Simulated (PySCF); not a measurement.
Species: C6H8O2.
SMILES with atom numbers: `[CH2:1]=[CH:2][O:3][C:4](=[O:5])/[CH:6]=[CH:7]/[CH3:8]` (hydrogens: H9, H10 on C1; H11 on C2; H12 on C6; H13 on C7; H14, H15, H16 on C8)

Structure used (PBE0-D3(BJ)/def2-SVP), in Å, numbered top down from 1:
```xyz
16
C6H8O2 angstrom
C      3.7841    0.5102    0.4563
C      2.7309    0.0132   -0.1853
O      1.4643    0.2639    0.2599
C      0.4217   -0.2609   -0.4361
O      0.5589   -0.9210   -1.4327
C     -0.8527    0.0984    0.2068
C     -2.0131   -0.3249   -0.3119
C     -3.3628   -0.0390    0.2372
H      4.7886    0.2984    0.0891
H      3.6657    1.1277    1.3490
H      2.7786   -0.6106   -1.0813
H     -0.8031    0.7114    1.1106
H     -1.9511   -0.9365   -1.2209
H     -3.3209    0.5861    1.1401
H     -3.9875    0.4708   -0.5152
H     -3.8866   -0.9777    0.4840
```

Linear response at CAM-B3LYP/def2-SVPD (PySCF, frozen core in the response, non-relativistic).

Static isotropic polarisability: 87.65 au (12.99 Å³), principal values 54.0, 73.8, 135.1 au.

(1) What is the polarisability at 1064 nm and at the sodium D line?

(2) What is the isotropic C6 coefficient between two such molecules, C6 = (3/π)∫α(iω)² dω?

(3) Which effective excitation energy ω̄ makes London's formula C6 = (3/4)α²ω̄ exact here?

(4) The lowest 6 singlets have (eV, f): 5.20, 0.000; 5.67, 0.585; 6.11, 0.224; 7.16, 0.053; 7.42, 0.223; 7.50, 0.000. What share of the static polarisability do they carry in the sum over states α = Σ f/ω²?

(5) What three-body coefficient follows from the one-pole estimate C9 = (3/4)·α·C6?

(6) What n − 1 at the D line would an ideal gas of it have at 273.15 K and 1 atm (2.6868 × 10¹⁹ cm⁻³), by n − 1 = 2π·N·α′?

(7) How anisotropic is the static polarisability, by Δα² = ½[(α1 − α2)² + (α2 − α3)² + (α3 − α1)²]?

(8) What molar refraction at the D line follows from R = (4π/3)·N_A·α′, with α′ the polarisability volume?

Results:

(1) 88.90 au at 1064 nm (+1.4 %), 92.04 au at 589.3 nm (+5.0 %). The rise at 589.3 nm is 3.51 times that at 1064 nm; a pure ω² law gives 3.26. The lowest singlet lies at 239 nm, shorter than both wavelengths.

(2) 2842 au (Eh·bohr⁶) by a ten-point quadrature over imaginary frequencies, which is 1700 eV·Å⁶ or 164 J·nm⁶/mol.

(3) ω̄ = 4·C6/(3α²) = 0.493 Eh = 13.4 eV. A one-pole form α(ω) = α/(1 − ω²/ω̄²) fitted to the 1064 nm value gives 9.8 eV.

(4) 21.66 au, 24.7 % of α; the largest term, 13.46 au, is that of the state at 5.67 eV. Their oscillator strengths add up to 1.09. Higher states carry the rest.

(5) 187000 au. This is an estimate from the two numbers above, not a computed integral.

(6) 23.02 × 10⁻⁴, a formal value whether or not that pressure can be reached.

(7) Δα = 73.2 au, or 0.84 of the isotropic value.

(8) α′ = 13.64 Å³ gives R = 34.40 cm³/mol, for isolated, non-vibrating species.

The run took 46 s on one thread, INTEL XEON PLATINUM 8581C at 2.10 GHz (x86_64) (shared host), and the process peaked at 1.1 GiB of memory. This is the whole response run at CAM-B3LYP/def2-SVPD, SCF included.

One conformer stands for the species.
